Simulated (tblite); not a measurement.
Compound: C4H6ClFO.
Atom-mapped SMILES: `[CH3:1][CH2:2][C@H:3]([F:4])[C:5](=[O:6])[Cl:7]` (hydrogens: H8, H9, H10 on C1; H11, H12 on C2; H13 on C3)

A start from a force field or distance geometry was refined with tblite 0.8.0, GFN2-xTB geometry optimisation, gas phase. Values at the start:

```csv
coordinate,start
C1–C2,1.511 Å
C1–H8,1.133 Å
C2–C3,1.523 Å
C2–H11,1.118 Å
C2–H12,1.097 Å
C3–F4,1.401 Å
C3–C5,1.502 Å
C3–H13,1.119 Å
C5=O6,1.213 Å
C5–Cl7,1.751 Å
C1–C2–C3,108.8°
C2–C3–F4,110.3°
C2–C3–C5,109.1°
C3–C5–O6,120.4°
C3–C5–Cl7,116.2°
F4–C3–C5,109.7°
O6–C5–Cl7,123.4°
C1–C2–C3–F4,180°
C2–C3–C5–O6,-120°
```

Question: How do these coordinates change at the GFN2-xTB level?

Answer: 
```tsv
coordinate	GFN2-xTB (Å or °)	change
C1–H8	1.087	-0.046
C3–F4	1.371	-0.030
C2–H11	1.092	-0.026
C5=O6	1.187	-0.026
C3–H13	1.098	-0.021
C2–C3	1.536	+0.013
C3–C5	1.512	+0.010
C1–C2	1.521	+0.010
C2–H12	1.092	-0.005
C5–Cl7	1.747	-0.004
C3–C5–O6	125.3	+4.9
C1–C2–C3	112.0	+3.2
C3–C5–Cl7	113.1	-3.1
O6–C5–Cl7	121.4	-2.0
F4–C3–C5	111.1	+1.4
C2–C3–F4	109.4	-0.9
C2–C3–C5	109.5	+0.4
C2–C3–C5–O6	-84	+36
C1–C2–C3–F4	-167	+13
```

The energy falls by 0.263 eV over 103 L-BFGS steps, the largest force on an atom goes from 2.38 to 0.009 eV/Å, and the atoms move by 0.356 Å rms after alignment. The bond that changes most is C1–H8 (methyl carbon to methyl hydrogen), which shortens by 0.046 Å. Bonds longer at the end by more than 0.005 Å: 3 of 12; shorter: 8. Among the dihedrals that turn most is H13–C3–C5–O6, from 0° to 38°. Rotational constants go from 2425, 1729, 1540 to 2960, 1632, 1281 MHz.

Its GFN2-xTB frequencies are all real (lowest 29 cm⁻¹). One conformer, not necessarily the lowest. 3 starts were optimised and ended at 0.00, 0.00 and 0.24 kcal/mol (GFN2-xTB); the lowest of these is shown.

The numbers are calculated, not measured.
